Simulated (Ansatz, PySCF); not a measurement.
Here is a job for Ansatz (an electronic-structure program).
Ansatz 0.2 input:
```yaml
crystal:
  periodic: [false, false, false]
  atoms:
    - {symbol: B, position_ang: [0.00567934, -0.00429445, 0.00143635]}
    - {symbol: O, position_ang: [0.81387960, 0.96705062, 0.51017150]}
    - {symbol: C, position_ang: [0.83120986, 2.30819714, 0.14169848]}
    - {symbol: H, position_ang: [0.66266147, 2.91315135, 1.04456416]}
    - {symbol: H, position_ang: [1.84844245, 2.55815838, -0.19393716]}
    - {symbol: H, position_ang: [0.09777583, 2.54491792, -0.62957265]}
    - {symbol: O, position_ang: [0.10173792, -1.28178914, 0.46415876]}
    - {symbol: C, position_ang: [0.97107655, -1.74423266, 1.44674937]}
    - {symbol: H, position_ang: [0.37109627, -2.20133857, 2.24727767]}
    - {symbol: H, position_ang: [1.56503160, -2.56514410, 1.01911883]}
    - {symbol: H, position_ang: [1.61702603, -0.96049626, 1.84334560]}
    - {symbol: O, position_ang: [-0.89861146, 0.30188995, -0.97023060]}
    - {symbol: C, position_ang: [-1.78464909, -0.57682729, -1.58448765]}
    - {symbol: H, position_ang: [-1.70271370, -1.59547004, -1.20438019]}
    - {symbol: H, position_ang: [-2.80373653, -0.18643051, -1.44793124]}
    - {symbol: H, position_ang: [-1.60112840, -0.54629458, -2.66856327]}
basis:
  gaussian:
    orbitals: STO-3G
hamiltonian:
  xc: b3lyp
total_charge: 1
magnetization: {spin_polarized: true, initial_magnetization: 1}
accuracy: high
```

Q: Give the equivalent PySCF input.

A: This is not unique; one that fits is 
```python
from pyscf import gto, scf, dft

mol = gto.Mole()
mol.atom = '''
    B     0.005679   -0.004294    0.001436
    O     0.813880    0.967051    0.510171
    C     0.831210    2.308197    0.141698
    H     0.662661    2.913151    1.044564
    H     1.848442    2.558158   -0.193937
    H     0.097776    2.544918   -0.629573
    O     0.101738   -1.281789    0.464159
    C     0.971077   -1.744233    1.446749
    H     0.371096   -2.201339    2.247278
    H     1.565032   -2.565144    1.019119
    H     1.617026   -0.960496    1.843346
    O    -0.898611    0.301890   -0.970231
    C    -1.784649   -0.576827   -1.584488
    H    -1.702714   -1.595470   -1.204380
    H    -2.803737   -0.186431   -1.447931
    H    -1.601128   -0.546295   -2.668563
'''
mol.basis = 'sto-3g'
mol.charge = 1
mol.spin = 1
mol.verbose = 4
mol.build()

mf = dft.UKS(mol)
mf.xc = 'b3lyp'
mf.grids.atom_grid = (99, 590)
mf.grids.prune = None
mf.kernel()
```

Both were run: Ansatz gave -365.262665 Eh and PySCF -365.262660 Eh, 0.005 mEh apart.
